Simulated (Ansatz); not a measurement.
A geometry relaxed with r2SCAN-D4/def2-TZVP (Ansatz, a program for electronic structure), charge 0, multiplicity 2:

```xyz
3

Br     1.9563    -0.3819     0.0000
Al    -0.0001     0.7643     0.0000
Br    -1.9562    -0.3824     0.0000
```

**Question.** Write the SMILES of this molecule.

**Answer.** `[Br][Al][Br]`
